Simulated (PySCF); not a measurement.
Species: (HAlPH)4 cubane, Al4H8P4.
Bonds: Al1–P3, Al1–P6, Al1–P9, P3–Al4, P3–Al10, Al4–P6, Al4–P12, P6–Al7, Al7–P9, Al7–P12, P9–Al10, Al10–P12. Hydrogens: H2 on Al1; H13 on P3; H5 on Al4; H14 on P6; H8 on Al7; H15 on P9; H11 on Al10; H16 on P12.

Theory: TDDFT wB97X-D/def2-SVPD, vertical, gas phase, core orbitals frozen in the response in PySCF. Isolated species at its PBE0-D3(BJ)/def2-SVP geometry (one conformer only).

```csv
state,E (eV),E (kJ/mol),λ (nm),f,symmetry,"main configurations (H = HOMO, L = LUMO)"
S1,4.05,391,306.1,0.0000,–,H-2/H-1/H→L (≥96%)
S2,4.05,391,305.9,0.0000,–,H-2/H-1/H→L (≥94%)
S3,4.06,391,305.7,0.0000,–,H-2/H-1/H→L (≥95%)
S4,4.92,474,252.2,0.0000,–,"H-2/H-1/H→L+1/L+2 (≥41%), H-2/H-1/H→L+3 (≥25%)"
S5,5.06,488,244.9,0.0000,–,"H-2/H-1/H→L+1/L+2 (≥42%), H-2/H-1/H→L+3 (≥22%)"
S6,5.06,489,244.8,0.0000,–,"H-2/H-1/H→L+1/L+2 (≥30%), H-2/H-1/H→L+3 (≥30%)"
S7,5.07,489,244.5,0.0000,–,"H-2/H-1/H→L+1/L+2 (≥50%), H-2/H-1/H→L+3 (≥34%)"
S8,5.07,490,244.4,0.0000,–,H-2/H-1/H→L+1/L+2 (≥70%)
S9,5.08,490,244.3,0.0000,–,"H-2/H-1/H→L+1/L+2 (≥49%), H-2/H-1/H→L+3 (≥35%)"
S10,5.12,494,242.1,0.0077,T2,H-3→L (72%)
S11,5.13,495,241.8,0.0079,T2,H-4→L (63%)
S12,5.13,495,241.8,0.0078,T2,"H-5→L (64%), H-2/H-1/H→L+3 (≥8%)"
```

Triplets (Tamm–Dancoff): T1 3.75 eV, H-2/H-1/H→L (≥93%); T2 3.76 eV, H-2/H-1/H→L (≥93%); T3 3.76 eV, H-2/H-1/H→L (≥93%).

The lowest singlet level (S1/S2/S3) comes at 306 nm (391 kJ/mol) in the ultraviolet; it is dark (f under 0.0005). The most intense listed level is S10/S11/S12 at 5.12 eV (242 nm, f = 0.023 summed), 1.07 eV above S1. It is the last of those listed, so stronger ones may follow. S1/S2/S3, S5/S6/S7/S8/S9 and S10/S11/S12 lie within about 0.01 eV of each other in each set; the point group Td has degenerate representations, and within a degenerate level the listed configurations can mix freely. Löwdin shares by element: HOMO (one of a set within 0.03 eV) phosphorus 65% or more, aluminium 9% or more (atoms not listed hold the other 26%); LUMO phosphorus 54% (atoms not listed hold the other 46%). The oscillator strengths of these states sum to 0.023; summed over the whole spectrum of an exact calculation they would give the number of electrons, 120 (Thomas–Reiche–Kuhn). Orbital energies (eV): HOMO-3 -9.43, HOMO-2 -8.57, HOMO-1 -8.57, HOMO -8.56, LUMO -0.30, LUMO+1 0.51, LUMO+2 0.51. Weighted by f, the mean energy of these states is 5.13 eV. Symmetry labels in Td follow from the direction of the transition dipole and are given only for states with f of 0.002 or more. Orbitals of the list HOMO-3 to LUMO+2 that lie within 0.01 eV of each other are written together with a slash and their weights summed (≥ marks a lower bound); for degenerate orbitals outside that list single weights are arbitrary. Only the lowest 15 singlets were computed, as vertical energies without vibronic structure. The highest level found (5.26 eV, f 0.0036 so far) is left out, since the window may have cut off a degenerate partner.

Time: 3.6 min (with the writing of density and orbital grids); peak memory 1.2 GiB. Hardware: Intel Xeon at 2.50 GHz, one thread, on a shared host.
